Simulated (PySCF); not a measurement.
**A series of related molecules**

Computed, not measured: PySCF 2.14.0, TDDFT CAM-B3LYP/aug-cc-pVDZ excited states, vertical, gas phase. Geometry: PBE0-D3(BJ)/def2-SVP.

Each molecule in one low-energy conformer. The parent is C1=CCCCCCC=1.

The calculation is non-relativistic, which matters for the atoms heavier than Zn.

Q: How does the largest two-photon cross section among the few lowest singlets (linear parallel light, single beam, Lorentzian half width 0.1 eV, states within 0.08 eV summed) change along this series?
- C1=CCCCCCC=1 (base)
- BrC1=C=CCCCCC1 (H replaced by Br)
- N#CC1=C=CCCCCC1 (H replaced by CN)

A: 
| molecule | S1 (eV) | f(S1) | largest σ (GM) | at photon λ (nm) |
| --- | --- | --- | --- | --- |
| C1=CCCCCCC=1 | 5.47 | 0.003 | 1.6 | 405 |
| BrC1=C=CCCCCC1 | 4.65 | 0.000 | 2.9 | 396 |
| N#CC1=C=CCCCCC1 | 5.13 | 0.001 | 1.5 | 373 |

The largest two-photon cross section among the few lowest singlets (linear parallel light, single beam, Lorentzian half width 0.1 eV, states within 0.08 eV summed) is lowest for N#CC1=C=CCCCCC1 and highest for BrC1=C=CCCCCC1.
